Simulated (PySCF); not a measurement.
Isomers C₅H₄N₄:

A. `InChI=1S/C5H4N4/c1-4-3-7-9-8-5(4)2-6/h3H,1H3`
B. SMILES C(=C)n1ncc(C#N)n1
C. SMILES C1(C#N)=NC(C)=NN=C1

Spectrum 1. $^{1}$H NMR (400 MHz, computed): δ 8.07 (s, 1H), 7.52 (m, 1H), 6.78 (m, 1H), 5.65 (m, 1H). $^{13}$C{$^{1}$H} NMR (computed): δ 147.4 (CH), 139.0 (CH), 127.7 (C), 116.9 (C), 115.4 (CH2).

Spectrum 2. $^{1}$H NMR (400 MHz, computed): δ 9.35 (s, 1H), 2.61 (s, 3H). $^{13}$C{$^{1}$H} NMR (computed): δ 154.0 (CH), 143.5 (C), 141.1 (C), 120.0 (C), 18.2 (CH3).

Spectrum 3. $^{1}$H NMR (400 MHz, computed): δ 9.69 (s, 1H), 3.28 (s, 3H). $^{13}$C{$^{1}$H} NMR (computed): δ 173.1 (C), 156.4 (CH), 139.2 (C), 120.5 (C), 26.8 (CH3).

[PySCF 2.14: shieldings: GIAO PBE0/pcSseg-1; GFN2-xTB geometry; one computed conformer; fast rotation and ring inversion assumed for equivalent nuclei; non-relativistic; in vacuum]

δ = σ(ref) − σ, references computed at the same level: $^{1}$H (31.72 ppm), $^{13}$C (186.93 ppm) vs TMS. Where no couplings were computed, multiplicities follow the n + 1 count of equivalent neighbours, and m marks all less simple cases (inequivalent or close neighbours, rings, F or P nearby). Shifts are as computed. Against solution values, carbons near 30 ppm lie about +3 ppm off and those near 130 ppm about +5 ppm. Of 1211 compounds with measured shifts, 218 miss one by over three times the rms of a fit or turn the order of signals round; such compounds aren't used in these exercises.

Question: Which spectrum belongs to which compound?

Answer: 1–B, 2–A, 3–C.

- Spectrum 1 (B): 5 $^{13}$C signals; δC 147.4 is an aromatic CH next to a ring nitrogen; δC 139.0 is an alkene CH.
- Spectrum 2 (A): 5 $^{13}$C signals; δC 154.0 is an aromatic CH next to a ring nitrogen; δC 120.0 is a nitrile carbon.
- Spectrum 3 (C): 5 $^{13}$C signals; δC 156.4 is an aromatic CH next to a ring nitrogen; δC 120.5 is a nitrile carbon.
